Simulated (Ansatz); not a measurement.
Start from `[CH3][GeH]([OH])[F]` and change one atom or group to get `[CH3][GeH]([F])[GeH3]`.

Ansatz, PBE0-D4/def2-TZVP geometries, multiplicity 1. Each molecule was computed in one conformer, which needn't be the lowest.

Scalar relativity is left out up to krypton.

| property | `[CH3][GeH]([OH])[F]` |
| --- | --- |
| size of the dipole moment (B3LYP/def2-TZVPP) / D | 1.89 |
| size of the dipole moment (PBE/def2-TZVPP) / D | 1.77 |
| HOMO–LUMO gap (PBE/def2-TZVPP) / eV | 7.02 |
| HOMO energy (PBE/def2-TZVPP) / eV | -7.32 |
| HOMO–LUMO gap (B3LYP/def2-TZVPP) / eV | 8.96 |
| LUMO energy (B3LYP/def2-TZVPP) / eV | 0.27 |

**Question.** Give the same properties after the change, and the shifts. (Estimate.)

**Answer.** The calculation gave: 
```json
{"property": "size of the dipole moment (B3LYP/def2-TZVPP) / D", "`[CH3][GeH]([F])[GeH3]`": "2.32", "shift": "0.43"}
{"property": "size of the dipole moment (PBE/def2-TZVPP) / D", "`[CH3][GeH]([F])[GeH3]`": "2.20", "shift": "0.43"}
{"property": "HOMO–LUMO gap (PBE/def2-TZVPP) / eV", "`[CH3][GeH]([F])[GeH3]`": "5.92", "shift": "-1.10"}
{"property": "HOMO energy (PBE/def2-TZVPP) / eV", "`[CH3][GeH]([F])[GeH3]`": "-6.87", "shift": "0.45"}
{"property": "HOMO–LUMO gap (B3LYP/def2-TZVPP) / eV", "`[CH3][GeH]([F])[GeH3]`": "7.51", "shift": "-1.45"}
{"property": "LUMO energy (B3LYP/def2-TZVPP) / eV", "`[CH3][GeH]([F])[GeH3]`": "-0.33", "shift": "-0.60"}
```

With PBE0 the HOMO rises by 0.88 eV and the LUMO falls by 0.76 eV, so the gap narrows by about 1.64 eV. PBE moves the HOMO by 0.45 eV and ωB97M-V by 1.15 eV. Dipoles are sizes alone; their direction can turn.

B3LYP here is the variant with VWN-RPA as its local correlation; programs differ in this.
